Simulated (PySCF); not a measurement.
**How methods differ on the ionisation energy of Zr**

Zr [Kr] 4d2 5s2 (3F) → Zr⁺ [Kr] 4d2 5s1 (4F), as a difference of total energies. Calculation: PySCF 2.14, in ANO-RCC-VTZP (7s6p4d2f1g, 68 functions); scalar relativity by spin-free X2C-1e. Correlated levels: valence and next inner shell: [Ar] 3d10 frozen. The calculations carry no spin-orbit coupling.

```json
{"method": "UHF", "ionisation energy (eV)": "5.183", "error (eV)": "-1.456"}
{"method": "MP2 (valence and next inner shell)", "ionisation energy (eV)": "6.318", "error (eV)": "-0.321"}
{"method": "SCS-MP2 (valence and next inner shell)", "ionisation energy (eV)": "6.405", "error (eV)": "-0.234"}
{"method": "CCSD (valence and next inner shell)", "ionisation energy (eV)": "6.368", "error (eV)": "-0.271"}
{"method": "CCSD(T) (valence and next inner shell)", "ionisation energy (eV)": "6.514", "error (eV)": "-0.125"}
```

Reference: 6.639 eV (measured; NIST levels, between the centres of gravity of the two terms).

Errors of the correlated levels include the incompleteness of this basis and the frozen core.
